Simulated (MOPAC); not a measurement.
MOPAC input (PM7):

```
PM7 FORCE THERMO(298,298) PRECISE LET GEO-OK AUX(PRECISION=9) THREADS=1
C4H8Se

C    -2.51850661 1    1.11353558 1   -0.34476634 1
C    -1.24091025 1    1.09249111 1   -0.73305229 1
C    -0.57235717 1   -0.10656960 1   -1.26722941 1
Se    0.48033237 1   -0.98490531 1    0.14975386 1
C     1.89962412 1    0.32735835 1    0.35170146 1
H    -3.17497368 1    0.25995451 1   -0.39258761 1
H    -3.00170697 1    1.98916138 1    0.05746033 1
H    -0.61448332 1    1.98426249 1   -0.66693972 1
H    -1.26185621 1   -0.89947019 1   -1.58483199 1
H     0.10475429 1    0.10889182 1   -2.09987685 1
H     2.55871673 1   -0.07343195 1    1.11568982 1
H     2.44038622 1    0.45061937 1   -0.57775773 1
H     1.49051096 1    1.27576399 1    0.67758175 1
```

Output:

```
 *******************************************************************************
 **                                                                           **
 **                              MOPAC v23.2.5                                **
 **                                                                           **
 *******************************************************************************
 ** MOPAC's Digital Object Identifier: https://doi.org/10.5281/zenodo.6511958 **
 **                                                                           **
 ** Please cite the open-source release paper for use of this MOPAC version:  **
 ** J. E. Moussa and J. J. P. Stewart (2026)                                  **
 ** MOPAC: An open-source semiempirical molecular orbital program             **
 ** J. Open Source Softw., 11(119), 8025, https://doi.org/10.21105/joss.08025 **
 *******************************************************************************

                              PM7 CALCULATION RESULTS

 *******************************************************************************
 *  PM7        - The PM7 Hamiltonian to be used
 *  GEO-OK     - OVERRIDE INTERATOMIC DISTANCE AND OTHER SAFETY CHECKS
 *  LET        - OVERRIDE SOME SAFETY CHECKS
 *  PRECISE    - TIGHTER CRITERIA TO BE USED
 *  FORCE      - FORCE CALCULATION SPECIFIED
 *  AUX        - OUTPUT AUXILIARY INFORMATION
 *  THERMO     - THERMODYNAMIC QUANTITIES TO BE CALCULATED
 *******************************************************************************
PM7 FORCE THERMO(298,298) PRECISE LET GEO-OK AUX(PRECISION=9) THREADS=1
 C4H8Se

   ATOM   CHEMICAL          X               Y               Z
  NUMBER   SYMBOL      (ANGSTROMS)     (ANGSTROMS)     (ANGSTROMS)

     1       C         -2.51850661  *   1.11353558  *  -0.34476634  *
     2       C         -1.24091025  *   1.09249111  *  -0.73305229  *
     3       C         -0.57235717  *  -0.10656960  *  -1.26722941  *
     4      Se          0.48033237  *  -0.98490531  *   0.14975386  *
     5       C          1.89962412  *   0.32735835  *   0.35170146  *
     6       H         -3.17497368  *   0.25995451  *  -0.39258761  *
     7       H         -3.00170697  *   1.98916138  *   0.05746033  *
     8       H         -0.61448332  *   1.98426249  *  -0.66693972  *
     9       H         -1.26185621  *  -0.89947019  *  -1.58483199  *
    10       H          0.10475429  *   0.10889182  *  -2.09987685  *
    11       H          2.55871673  *  -0.07343195  *   1.11568982  *
    12       H          2.44038622  *   0.45061937  *  -0.57775773  *
    13       H          1.49051096  *   1.27576399  *   0.67758175  *

          CARTESIAN COORDINATES

    NO.       ATOM           X           Y           Z

     1         C         -2.5185      1.1135     -0.3448
     2         C         -1.2409      1.0925     -0.7331
     3         C         -0.5724     -0.1066     -1.2672
     4        Se          0.4803     -0.9849      0.1498
     5         C          1.8996      0.3274      0.3517
     6         H         -3.1750      0.2600     -0.3926
     7         H         -3.0017      1.9892      0.0575
     8         H         -0.6145      1.9843     -0.6669
     9         H         -1.2619     -0.8995     -1.5848
    10         H          0.1048      0.1089     -2.0999
    11         H          2.5587     -0.0734      1.1157
    12         H          2.4404      0.4506     -0.5778
[...]
 TRANSITION DIPOLE   0.4617         C  1 -- H  7         +40.7% ( 65.8%)     98.5%
 TRAVEL (Ang.)       0.2530         C  2 -- H  8         +13.4% ( 37.8%)     99.8%
 REDUCED MASS        0.3875         C  1 -- C  2          +1.0% ( 10.4%)      4.0%
 EFFECTIVE MASS      1.4507
 FORCE CONSTANT      1.6867

 VIBRATION         30   30A           ATOM PAIR      ENERGY CONTRIBUTION    RADIAL
 FREQUENCY          2735.67         C  3 -- H 10         +52.2% ( 71.4%)     97.6%
 TRANSITION DIPOLE   0.7224         C  3 -- H  9         +38.7% ( 61.5%)     95.5%
 TRAVEL (Ang.)       0.2412         C  2 -- H  8          +5.2% ( 22.6%)     97.6%
 REDUCED MASS        0.4236         C  1 -- H  6          +1.4% ( 11.6%)     98.2%
 EFFECTIVE MASS      1.2455
 FORCE CONSTANT      1.8678

 VIBRATION         31   31A           ATOM PAIR      ENERGY CONTRIBUTION    RADIAL
 FREQUENCY          2757.46         C  2 -- H  8         +75.7% ( 88.0%)    100.0%
 TRANSITION DIPOLE   0.7259         C  1 -- H  7         +10.2% ( 32.4%)     99.4%
 TRAVEL (Ang.)       0.2050         C  3 -- H  9          +6.6% ( 26.0%)     98.5%
 REDUCED MASS        0.5818         C  1 -- H  6          +3.1% ( 17.9%)     95.3%
 EFFECTIVE MASS      1.4241
 FORCE CONSTANT      2.6065

 VIBRATION         32   32A           ATOM PAIR      ENERGY CONTRIBUTION    RADIAL
 FREQUENCY          2767.71         C  5 -- H 12         +34.4% ( 56.1%)     97.6%
 TRANSITION DIPOLE   0.7865         C  5 -- H 13         +33.4% ( 55.3%)     97.4%
 TRAVEL (Ang.)       0.2737         C  5 -- H 11         +31.6% ( 53.8%)     96.9%
 REDUCED MASS        0.3252         C  2 -- H  8          +0.3% (  5.5%)     99.8%
 EFFECTIVE MASS      1.0991
 FORCE CONSTANT      1.4677

 VIBRATION         33   33A           ATOM PAIR      ENERGY CONTRIBUTION    RADIAL
 FREQUENCY          2789.85         C  1 -- H  6         +50.6% ( 70.4%)     95.2%
 TRANSITION DIPOLE   0.9702         C  1 -- H  7         +47.2% ( 68.0%)     94.6%
 TRAVEL (Ang.)       0.2258         C  1 -- C  2          +1.1% ( 10.5%)     99.6%
 REDUCED MASS        0.4742         C  2 -- H  8          +0.9% (  9.5%)     98.9%
 EFFECTIVE MASS      1.3186
 FORCE CONSTANT      2.1747

      SYMMETRY NUMBER FOR POINT-GROUP C1  =  1

          SYSTEM IS A GROUND STATE

 C4H8Se

          MOLECULE IS NOT LINEAR

          THERE ARE 33 GENUINE VIBRATIONS IN THIS SYSTEM
          THIS THERMODYNAMICS CALCULATION IS LIMITED TO
          MOLECULES WHICH HAVE NO INTERNAL ROTATIONS

                    CALCULATED THERMODYNAMIC PROPERTIES
                                          *
   TEMP. (K)   PARTITION FUNCTION   H.O.F.    ENTHALPY  HEAT CAPACITY ENTROPY
                                   KCAL/MOL   CAL/MOLE    CAL/K/MOL  CAL/K/MOL

 298.00  VIB.     0.2759D+03                  2991.4838    18.7406    21.2067
         ROT.     0.2033D+06                   888.2803     2.9808    27.2696
         INT.     0.5610D+08                  3879.7641    21.7214    48.4763
         TRA.     0.1518D+28                  1480.4672     4.9680    40.6118
         TOT.                       -0.208    5360.2313    26.6894    89.0881

   *: NOTE: HEATS OF FORMATION ARE RELATIVE TO THE
            ELEMENTS IN THEIR STANDARD STATE AT 298K
              (=  Standard Enthalpy of Formation).

            Hvib:  Zero-point energy is not included.
                   frequencies of less than zero cm-1 are not included.
            Hrot = (3/2)RT
            Htra = (3/2)RT + pV = (5/2)RT

            Heat capacity is Cp, not Cv

          For more information, see: HTTP://OpenMOPAC.net/Manual/thermochemistry.html

           FORCE CONSTANT IN CARTESIAN COORDINATES (Millidynes/A)

    ATOM   CHEMICAL       X               Y               Z
   NUMBER   SYMBOL  FORCE CONSTANT  FORCE CONSTANT  FORCE CONSTANT

      1       C       14.271325        6.572585        2.200884
      2       C       14.780076        7.806111        2.477091
      3       C        6.434439        7.307773        4.328025
      4      Se        1.706477        2.201654        2.673365
      5       C        5.193021        5.149788        5.969799
      6       H        1.990526        3.019509        0.367577
      7       H        1.954500        3.046049        0.363631
      8       H        1.861260        3.328084        0.395013
      9       H        1.499780        3.101965        0.760413
     10       H        2.932516        0.729312        1.695230
     11       H        1.065950        0.599911        3.494051
     12       H        2.393382        0.574626        2.231508
     13       H        1.321051        3.297496        0.578634

 **********************
 *                    *
 * JOB ENDED NORMALLY *
 *                    *
 **********************

 == MOPAC DONE ==
```
